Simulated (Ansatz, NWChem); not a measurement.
**Ligand exchange: InH2(SH) + C2H6Si → SiH3(InH2) + C2H4S**

Species: InH2(SH), singlet; C2H6Si (vinylsilane) `C=C[SiH3]`, singlet; SiH3(InH2), singlet; C2H4S `C=CS`, singlet. The partners trade SH for SiH3: In–SH and C–SiH3 bonds give way to In–SiH3 and C–SH.

Shapes, held fixed at every level: PBE0-D4/def2-TZVP. Flexible molecules stand in one conformer, not always the lowest. Programs: Ansatz 0.2.0. Electronic energies: no zero-point or thermal term.

```json
{"level": "HF/def2-TZVPP", "kind": "Hartree–Fock", "ΔE (kJ/mol)": "+127.5", "less CCSD(T)/def2-TZVPP": "+13.0", "CPU time (sum over the molecules)": "–"}
{"level": "B3LYP-D4/def2-TZVPP", "kind": "global hybrid", "ΔE (kJ/mol)": "+109.2", "less CCSD(T)/def2-TZVPP": "-5.3", "CPU time (sum over the molecules)": "17 s"}
{"level": "PBE0-D4/def2-TZVPP", "kind": "global hybrid", "ΔE (kJ/mol)": "+102.3", "less CCSD(T)/def2-TZVPP": "-12.2", "CPU time (sum over the molecules)": "12 s"}
{"level": "wB97M-V/def2-TZVPP", "kind": "range-separated hybrid", "ΔE (kJ/mol)": "+113.0", "less CCSD(T)/def2-TZVPP": "-1.5", "CPU time (sum over the molecules)": "41 s"}
{"level": "wB97X-V/def2-TZVPP", "kind": "range-separated hybrid", "ΔE (kJ/mol)": "+110.4", "less CCSD(T)/def2-TZVPP": "-4.1", "CPU time (sum over the molecules)": "33 s"}
{"level": "B2PLYP/def2-TZVPP", "kind": "double hybrid", "ΔE (kJ/mol)": "+114.1", "less CCSD(T)/def2-TZVPP": "-0.4", "CPU time (sum over the molecules)": "20 s"}
{"level": "CCSD(T)/def2-TZVPP", "kind": "coupled cluster or CI", "ΔE (kJ/mol)": "+114.5", "less CCSD(T)/def2-TZVPP": "0.0", "CPU time (sum over the molecules)": "1.9 min"}
```

The highest level, CCSD(T)/def2-TZVPP, gives ΔE = +114.5 kJ/mol; the levels span +102.3 to +127.5. The column of differences is taken from that level and isn't an error. No measured value is set beside it here. For atoms past krypton def2 sets carry core potentials with scalar relativity. Correlated rows may include outer-core shells of In, which these sets cover unevenly. Times are processor times on shared x86 and Arm servers, and rough.
